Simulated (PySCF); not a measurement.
pentafluorosilicate (F₅Si), SMILES F[Si-](F)(F)(F)F, charge -1. Atoms are numbered in the order given.

```xyz
6

F      0.0000     0.0000    -1.6953
Si     0.0000     0.0000     0.0000
F     -1.6618     0.0000     0.0000
F      0.8309    -1.4392     0.0000
F      0.8309     1.4392     0.0000
F      0.0000     0.0000     1.6953
```
Charge -1, spin multiplicity 1.

The structure is a stationary point at TPSSh-D3(BJ)/def2-SVPD.

Two levels are set side by side: PBE/pcSseg-1 (PySCF) and KT2/pcSseg-1 (PySCF). GIAO shifts against CFCl3 (¹⁹F), TMS (²⁹Si) at the same level; non-relativistic, no solvent, atoms listed together averaged. Differences are taken from unrounded values.

```csv
quantity,PBE
δ(²⁹Si) of Si2 (ppm),-124.0
```

### Question
These are the PBE values. What does KT2 give? (An estimate is asked for; the answer gives what the named calculation found.)

### Answer

```json
[
 {"quantity": "δ(²⁹Si) of Si2 (ppm)", "KT2": "-116.2", "PBE minus KT2": "-7.7"}
]
```

Rough cost on one machine, each run with all the roots and properties that it gave: KT2 against PBE within a factor of 2.
